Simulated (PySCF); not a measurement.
# Multinuclear NMR of C6H8F3N

Geometry:
```json
{"atom": "C1", "x (Å)": "2.853", "y (Å)": "0.898", "z (Å)": "0.984"}
{"atom": "N2", "x (Å)": "1.610", "y (Å)": "0.282", "z (Å)": "1.312"}
{"atom": "C3", "x (Å)": "0.812", "y (Å)": "-0.065", "z (Å)": "0.409"}
{"atom": "C4", "x (Å)": "-0.468", "y (Å)": "-0.699", "z (Å)": "0.760"}
{"atom": "C5", "x (Å)": "-1.119", "y (Å)": "-1.677", "z (Å)": "-0.190"}
{"atom": "C6", "x (Å)": "-1.725", "y (Å)": "-0.329", "z (Å)": "0.010"}
{"atom": "F7", "x (Å)": "-2.881", "y (Å)": "-0.273", "z (Å)": "0.743"}
{"atom": "C8", "x (Å)": "-1.754", "y (Å)": "0.725", "z (Å)": "-1.077"}
{"atom": "F9", "x (Å)": "-1.150", "y (Å)": "0.288", "z (Å)": "-2.206"}
{"atom": "F10", "x (Å)": "-1.090", "y (Å)": "1.849", "z (Å)": "-0.714"}
{"atom": "H11", "x (Å)": "3.016", "y (Å)": "1.014", "z (Å)": "-0.096"}
{"atom": "H12", "x (Å)": "2.880", "y (Å)": "1.877", "z (Å)": "1.463"}
{"atom": "H13", "x (Å)": "3.655", "y (Å)": "0.297", "z (Å)": "1.415"}
{"atom": "H14", "x (Å)": "1.014", "y (Å)": "0.070", "z (Å)": "-0.664"}
{"atom": "H15", "x (Å)": "-0.592", "y (Å)": "-0.868", "z (Å)": "1.822"}
{"atom": "H16", "x (Å)": "-0.634", "y (Å)": "-1.874", "z (Å)": "-1.135"}
{"atom": "H17", "x (Å)": "-1.647", "y (Å)": "-2.518", "z (Å)": "0.231"}
{"atom": "H18", "x (Å)": "-2.789", "y (Å)": "1.009", "z (Å)": "-1.323"}
```

Single conformer, equivalent nuclei averaged, no relativistic terms, in vacuum. Shieldings: GIAO PBE0/pcSseg-1; geometry: GFN2-xTB; PySCF 2.14.

Question: What are the 19F shifts?

Answer: 
```csv
atoms,environment,σ (ppm),δ (ppm)
F10,fluorine of a CF2 group,306.2,-115.6
F9,fluorine of a CF2 group,306.3,-115.7
F7,fluorine on an sp3 carbon,382.1,-184.2
```

Shieldings were converted by a linear fit to measured shifts: 19F: δ = 146.13 − 0.903σ +14.6 on sp3 carbon (rms 6.0 ppm, 223 shifts, 7.0 ppm with the 5 outliers that the fit left out vs CFCl3, solution or neat liquid). A few per cent of atoms miss by over 2 rms, more outside the fitted compound classes.

On a 400 MHz spectrometer 19F resonates near 376.4 MHz, so 1 ppm is 376.4 Hz.

Question: Predict the 15N NMR data.

Answer: 
| atoms | environment | σ (ppm) | δ (ppm) |
| --- | --- | --- | --- |
| N2 | imine nitrogen | -106.8 | -49.6 |

Shieldings were converted by a linear fit to measured shifts: 15N (scatter 6.3 ppm rms vs CH3NO2, solution or neat liquid). A few per cent of atoms miss by over 2 rms, more outside the fitted compound classes.

On a 400 MHz spectrometer 15N resonates near 40.5 MHz, so 1 ppm is 40.5 Hz.
